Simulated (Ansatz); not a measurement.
Input for Ansatz (development build ahead of 0.2.0):

```yaml
crystal:
  periodic: [false, false, false]
  atoms:
    - { symbol: H, position_ang: [6.0e-05, 0.37, 2.8] }
    - { symbol: H, position_ang: [-6.0e-05, -0.37, 2.8] }
    - { symbol: H, position_ang: [0.37, 0.0, 0.0] }
    - { symbol: H, position_ang: [-0.37, 0.0, 0.0] }
basis:
  gaussian: { orbitals: def2-SVP }
hamiltonian:
  xc: hf
```

The input is written out in the form of the current development build from the run's settings.

The run gave:

```
Converged                       : yes
Total energy                    : -2.25683 hartree
Spin squared of the determinant : 0.000
```
